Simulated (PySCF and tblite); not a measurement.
C₅H₄FNS, numbered as in [CH2:1]=[C:2]([F:3])[c:4]1[cH:5][n:6][cH:7][s:8]1. Conformers came from 60 starts (ETKDG and KDG, MMFF94s, GFN2-xTB); geometries are GFN2-xTB. Weights use PBE0-D3(BJ)/def2-SVP (IEF-PCM, water) energies plus GFN2-xTB zero-point and thermal terms (modes under about 200 cm⁻¹ blended into free rotors). Symmetry numbers and mirror images are counted. Conformers within 2.5 kcal/mol (GFN2-xTB free energy) were kept, 10 at most. GIAO shieldings: mPW1PW91/pcSseg-1 (IEF-PCM, water). Shifts are against TMS (¹H), TMS (¹³C) at the same level. Codes: tblite and PySCF.

Torsions listed: F3–C2–C4–S8.

Two conformers hold nearly all the population. I: 0°; δ(H5) = 8.47 ppm. II: 180°; δ(H5) = 8.06 ppm. The average over the ensemble at 298.15 K is 8.15 ppm.

Question: What populations and free-energy difference follow from a two-state model?

Answer: p(I) = (8.15 − 8.06)/(8.47 − 8.06) = 0.22, so K = p(II)/p(I) = 3.56 and G(II) − G(I) = −RT ln K = -0.75 kcal/mol. The weights computed directly are 20.8 % and 79.2 %.
